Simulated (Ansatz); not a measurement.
Reaction (ligand exchange at a Mg–C bond): `C[CH2][Mg][F]` + `O[SiH3]` → `[F][Mg][O][SiH3]` + `CC`

Gas-phase electronic energies from Ansatz, PBE0-D4/def2-TZVP geometries. CCSD(T)/CBS is the MP2 limit (def2-TZVPP, def2-QZVPP) plus CCSD(T) − MP2 in def2-TZVPP, frozen cores. This one scheme is used for every species. DFT in def2-TZVPP. For Mg outer-core shells are correlated without core-valence functions, which leaves a few kJ/mol of doubt a bond. One conformer a species, not always the lowest.

CCSD(T)/CBS gives -44.2 kcal/mol.

**Question.** Another level gave -48.4 kcal/mol. Which?
A. r2SCAN0-D4/def2-TZVPP
B. HF/def2-TZVPP
C. ωB97X-V/def2-TZVPP
D. PBE0/def2-TZVPP

**Answer.** B. HF/def2-TZVPP -48.4, ωB97X-V -43.6, PBE0 -41.5, r2SCAN0-D4 -44.7 kcal/mol.

Largest T1 diagnostic among the species: 0.012.

Leaving LDA and LC-ωPBE aside and taking each functional with its dispersion term where it has one, the values, not all of them listed here, spread over 5.9 kcal/mol, from BHLYP-D4 to PBE-D4. LDA lies +0.9 kcal/mol from PBE without D4. From BLYP to BHLYP (50 % exact exchange), in def2-TZVPP and without D4, ΔE moves by −3.5 kcal/mol. At CCSD(T), def2-SVP lies −4.7 kcal/mol from the extrapolated value and def2-TZVPP +0.7 kcal/mol.
